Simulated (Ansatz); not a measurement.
```xyz
10

C     0.1842    0.4892   -1.5442
Ge    0.3920    0.7611    0.3895
C    -0.5876   -0.6153    1.3908
H     0.5631   -0.4991   -1.8191
H     0.7405    1.2433   -2.1013
H    -0.8679    0.5495   -1.8250
H     1.8967    0.7230    0.7706
H    -1.6500   -0.5773    1.1475
H    -0.2037   -1.6046    1.1268
H    -0.4673   -0.4698    2.4644
```

Charge 0, multiplicity 2.

Q: List the PBE/def2-TZVPP orbital energies in eV (Ansatz 0.2.0). (An estimate is asked.)

A: Computed: α occupied: -10803.98, -1337.31, -1190.77, -1190.72, -1190.71, -268.72, -268.72, -161.90, -113.42, -113.30, -113.28, -29.20, -29.19, -29.18, -29.09, -29.09, -17.45, -16.81, -12.18, -10.07, -10.02, -9.68, -9.66, -7.57, -7.36, -4.42. α empty: 0.35, 0.47, 1.05, 1.74, 2.09, 2.16, 2.71, 2.80. β occupied: -10803.96, -1337.30, -1190.73, -1190.71, -1190.70, -268.70, -268.70, -161.86, -113.33, -113.28, -113.26, -29.10, -29.09, -29.07, -29.04, -29.04, -17.35, -16.76, -11.80, -10.01, -9.92, -9.65, -9.60, -7.39, -7.21. β empty: -3.01, 0.48, 0.70, 1.30, 2.12, 2.15, 2.27, 2.80. ⟨S²⟩ = 0.752.
